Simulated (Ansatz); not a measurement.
Reaction (formal hydrolysis of the Sb–Br bond): `[OH][SbH][Br]` + H₂O → `[OH][SbH][OH]` + HBr

Calculated with Ansatz (gas phase, PBE0-D4/def2-TZVP geometries, no zero-point term in ΔE). CCSD(T)/CBS adds triple-zeta CCSD(T) − MP2 to the extrapolated MP2 energy (def2 sets, frozen cores). This one scheme is used for every species. DFT in def2-TZVPP. def2 core potentials past Kr. For Br, Sb outer-core shells are correlated without core-valence functions, which leaves a few kJ/mol of doubt a bond. Scalar relativity is left out up to krypton. One conformer a species, not always the lowest.

Q: Is it downhill or uphill in electronic energy at CCSD(T)/CBS, and by how much? (Best estimate.)

A: Computed: Uphill: ΔE = +17.8 kcal/mol.

Q: What do these levels give: revPBE-D4, r2SCAN-D4, B97M-V, r2SCANh, BHLYP, LC-ωPBE, HF/def2-TZVPP, MP2/def2-TZVPP, CCSD/def2-TZVPP, CCSD(T)/def2-TZVPP, HF/CBS(def2), MP2/CBS(def2)? (Best estimate.)

A: Ansatz gave: revPBE-D4 17.8, r2SCAN-D4 17.5, B97M-V 15.8, r2SCANh 18.0, BHLYP 18.2, LC-ωPBE 16.1, HF/def2-TZVPP 19.1, MP2/def2-TZVPP 16.9, CCSD/def2-TZVPP 16.3, CCSD(T)/def2-TZVPP 15.9, HF/CBS(def2) 18.7, MP2/CBS(def2) 18.8 kcal/mol.

Q: What do rigid-rotor, harmonic-oscillator terms from PBE0-D4/def2-TZVP frequencies (298.15 K, 1 bar) make of the CCSD(T)/CBS value? (Best estimate.)

A: Computed: ΔZPE = -1.7 kcal/mol, ΔH = +15.8 kcal/mol, ΔS = -6 J/(mol·K), ΔG = +16.3 kcal/mol.

Largest T1 diagnostic among the species: 0.015.

In def2-TZVPP, CCSD(T) changes the Hartree–Fock value by −3.1 kcal/mol (the triples alone add −0.3 kcal/mol) and MP2 by −2.1 kcal/mol. From BLYP to BHLYP (50 % exact exchange), in def2-TZVPP and without D4, ΔE moves by +1.9 kcal/mol.
